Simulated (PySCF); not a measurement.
Compound: C6H8ClPSi.
Numbering: `[SiH3:1][PH:2][c:3]1[cH:4][cH:5][c:6]([Cl:7])[cH:8][cH:9]1` (hydrogens: H10, H11, H12 on Si1; H13 on P2; H14 on C4; H15 on C5; H16 on C8; H17 on C9)

Geometry (GFN2-xTB, Å), atoms numbered from 1 in this order:
```xyz
17
C6H8ClPSi angstrom
Si     2.8333   -0.0229   -0.6065
P      1.7858   -1.1141    1.0485
C      0.1253   -0.4205    0.7872
C     -0.1429    0.8625    1.2598
C     -1.3929    1.4273    1.1047
C     -2.3925    0.6987    0.4778
Cl    -3.9601    1.3999    0.2745
C     -2.1514   -0.5852    0.0160
C     -0.8958   -1.1403    0.1756
H      2.9905    1.3623   -0.1631
H      2.0969   -0.0490   -1.8724
H      4.1303   -0.6777   -0.7660
H      1.5691   -2.2827    0.3247
H      0.6419    1.4200    1.7516
H     -1.5968    2.4224    1.4684
H     -2.9405   -1.1446   -0.4627
H     -0.7072   -2.1442   -0.1785
```

Computed at PBE0/pcSseg-1 (PySCF, non-relativistic), with Q(35Cl) = −0.0817 b: Cl7, 35Cl (I = 3/2): χzz = -74.92 MHz, η = 0.085.

Find the zero-field quadrupole resonance frequencies of 35Cl at Cl7.

From ν = (|χ|/2)√(1 + η²/3): ν = 37.51 MHz (aryl chlorine). For 37Cl the ratio of quadrupole moments, 0.7881, gives 29.56 MHz.

Apply the simplest Townes–Dailey estimate (no s hybridisation, no π bonding), ionic character = 1 − χzz/χ0, where χ0 is the coupling for one missing p electron along the bond: −109.74 MHz for 35Cl.

Cl7 on C6: 1 − (-74.92)/(-109.74) = 0.32. In this model a purely covalent bond gives χ0 and a free halide ion gives zero; s hybridisation or π bonding, where present, is counted here as ionic character.

In a crystal, neighbours and librations shift these lines. One conformer (not necessarily the lowest) at the GFN2-xTB geometry, without solvent, vibrations or thermal averaging. GFN2-xTB bond lengths can be off by several hundredths of an ångström, more for odd bonds, and the gradients follow them. With a basis this small, the couplings can be 20 % off.

These values come from a run that also computed NMR shieldings. Cost: about 1.7 min of CPU time on one thread; the machine was shared, so the figure is rough.
